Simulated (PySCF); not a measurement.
The geometry has D3h symmetry (within 0.05 Å) and had no frequency check at the DFT level, so a distortion to lower symmetry isn't ruled out.

Delta-SCF ions had no search for a lower state. Excitations are Tamm–Dancoff values on a coarser integration grid. The basis has no diffuse functions, so Rydberg states are missing or too high.

Cartesian coordinates (Å):
```xyz
12

C     -1.5359    -0.8879    -0.0019
Si    -1.5311     0.8829    -0.0011
C     -0.0010     1.7741     0.0009
Si     1.5302     0.8845     0.0019
C      1.5369    -0.8862     0.0013
Si     0.0010    -1.7674    -0.0010
H     -2.4836    -1.4357    -0.0033
H     -2.8194     1.6258    -0.0022
H     -0.0015     2.8687     0.0013
H      2.8176     1.6288     0.0036
H      2.4852    -1.4330     0.0021
H      0.0017    -3.2545    -0.0016
```
Charge 0, multiplicity 1.

Q: Estimate the total energy, vertical ionisation energy (Delta-SCF), LUMO, HOMO and S1 excitation (TDA) that CAM-B3LYP-D3(BJ)/def2-SVP // B3LYP-D3(BJ)/def2-SVP run with PySCF returns for this input.

A: 
```json
{
  "total_energy": "-985.9287 Ha",
  "vertical ionisation energy (Delta-SCF)": "7.99 eV",
  "LUMO": "0.00 eV",
  "HOMO": "-7.41 eV",
  "S1 excitation (TDA)": "4.09 eV"
}
```
